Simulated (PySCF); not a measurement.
Species: C₃H₁₀GeSi₂.
Bonds: C1–C2, C2–C3 (triple), C3–Ge4, Ge4–Si5, Si5–Si6. Hydrogens: H7, H8, H9 on C1; H10, H11 on Ge4; H12, H13 on Si5; H14, H15, H16 on Si6.

The calculation used PySCF, PBE0-D3(BJ)/def2-SVP geometry optimisation, gas phase.

Question: Give the optimised bond lengths and angles.

Answer: 
```tsv
bond	length (pm)	order
C1–C2	145.1	single
C2≡C3	121.9	triple
C3–Ge4	189.7	single
Ge4–Si5	238.6	single
Si5–Si6	234.4	single
C1–H7, C1–H8, C1–H9	110.1	single
Ge4–H10, Ge4–H11	154.0	single
Si5–H12, Si5–H13	149.7	single
Si6–H14, Si6–H15, Si6–H16	149.5	single
```

Bonds in one row agree within 1 pm and their mean is given. Orders are formal, as drawn. A selection of angles:
```tsv
angle	degrees
C2–C1–H7	111.1
H7–C1–H8	107.9
C1–C2–C3	179.6
C2–C3–Ge4	174.3
C3–Ge4–Si5	105.6
C3–Ge4–H10	109.5
Si5–Ge4–H10	113.1
Si5–Ge4–H11	110.7
H10–Ge4–H11	108.9
Ge4–Si5–Si6	108.0
Ge4–Si5–H12	109.5
Si6–Si5–H12	109.9
Si6–Si5–H13	110.5
H12–Si5–H13	108.5
Si5–Si6–H14	111.1
Si5–Si6–H15	109.5
H14–Si6–H15	108.8
```

Torsions: C3–Ge4–Si5–Si6 -48° (synclinal). The mirror-image conformer, all signs reversed, is as good.

Si6 (SiH3 silicon) is tetrahedral (angles from 108.8° to 111.1°). The 2 C–C bonds span 1.219 Å (C2≡C3, drawn triple) to 1.451 Å (C1–C2, drawn single), a spread of 0.232 Å. Si5 (SiH2 silicon) is tetrahedral (angles from 108.0° to 110.5°). Ge4 (germanium bonded to C, Si and 2 H) is distorted tetrahedral (angles from 105.6° to 113.1°).

Point group: C1 (no symmetry element, even within 0.4 Å). Not checked by PBE0-D3(BJ)/def2-SVP frequencies. One conformer, not necessarily the lowest.
